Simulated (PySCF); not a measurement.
F5Si2 (SMILES F[Si](F)[Si](F)(F)F), doublet, at a GFN2-xTB geometry. Base run: BLYP/STO-3G run with PySCF.

Here is a job for PySCF.
```python
from pyscf import gto, scf, dft

mol = gto.M(
    atom='''
F     1.92071283   -1.45494009   -0.00159091
Si    1.29120465   -0.04621676   -0.45500175
F     2.17893296    0.90363565    0.49161443
Si   -0.89795116    0.08724035    0.05293148
F    -1.64658750   -0.12127352    1.44202576
F    -1.39908948    1.52197224   -0.39869112
F    -1.66569646   -0.91320875   -0.90791551
''',
    basis='sto-3g',
    spin=1,
    verbose=4,
)

mf = dft.UKS(mol)
mf.xc = 'blyp'
mf.kernel()
```

Each row names what was changed in the base input (with any setting that the change needs).

| change | ΔE vs base (µEh) | SCF cycles | <S^2> | outcome |
|---|---|---|---|---|
| base | 0.0 | 11 | 0.751 | converged |
| init_guess = vsap | 0.0 | 10 | 0.751 | converged |
| conv_tol = 1e-11 | 0.0 | 12 | 0.751 | converged |
| diis_space = 4 | 0.0 | 12 | 0.751 | converged |
| conv_tol = 1e-7 | 0.1 | 9 | 0.751 | converged |
| conv_tol_grad = 1e-3 | 0.0 | 11 | 0.751 | converged |
| init_guess = atom | 0.0 | 10 | 0.751 | converged |
| DIIS = EDIIS | - | 50 | - | not converged |
| init_guess = mod_huckel | 0.0 | 10 | 0.751 | converged |
| diis_space = 12 | 0.0 | 11 | 0.751 | converged |
| diis = off; damp = 0.6 (with mf.diis_start_cycle = 200; with mf.max_cycle = 150) | 0.0 | 16 | 0.751 | converged |
| init_guess = sap | 0.0 | 12 | 0.751 | converged |
| level_shift = 0.3 (with mf.max_cycle = 100) | 0.0 | 22 | 0.751 | converged |

Open shells are given as the SCF converged; they aren't shown to be the lowest states, and a large step between rows can be another state.
